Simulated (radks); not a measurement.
Values are calculated unless marked as measured or tabulated.
The scandium anion Sc- inside a hard spherical wall (all orbitals vanish at R), configuration held at [Ar] 3d2 4s2 and not refilled when levels cross. Level of theory: scalar-relativistic Kohn-Sham, PBE, spin-polarised, spherical densities, finite nucleus; open shells are filled with parallel spins first; Fermi nuclear charge, rms radius 3.5459 fm (a radial shooting solver on a logarithmic mesh with Libxc functionals). Eigenvalues in eV for spin up, with the zero of energy where the potential of the charges vanishes at infinity; a dash marks a level that is unbound or too diffuse for the functional's potential to be trusted. A positive occupied level is held by the wall or, in an anion where self-interaction has pushed it up, behind a barrier. The pressure on the wall is -dE/dV.

R (bohr)  E (hartree)  kinetic (hartree)    e(3s)    e(3p)   e(4s)  e(4p, empty)   e(3d)  e(5s, empty)  pressure (GPa)
15         -764.06387            769.865  -48.501  -27.205   0.226         2.062   2.399         2.796          0.0110
12         -764.05830            769.881  -47.972  -26.683   0.532         2.512   2.846         4.146          0.0528
10         -764.04697            769.921  -47.290  -26.008   0.960         3.138   3.434         6.053           0.218
8          -764.01028            770.049  -45.857  -24.591   1.956         4.545   4.674        10.220            1.20
7          -763.96301            770.199  -44.543  -23.299   2.984         5.955   5.818        14.292            3.16
6          -763.86398            770.489  -42.498  -21.299   4.839         8.437   7.638        21.293            9.29
3.5        -762.38706            774.475  -29.892   -9.123  25.910        34.455  20.706        88.223             347
3          -761.05111            778.290  -23.541   -2.787  42.358        53.173  28.280        132.59             998
2.5        -757.99987            787.033  -12.378    8.855  76.034        89.470  42.146        214.50            3490
1.5        -723.53455            872.026   75.599   102.29  361.02        370.05  139.10        801.54           98900
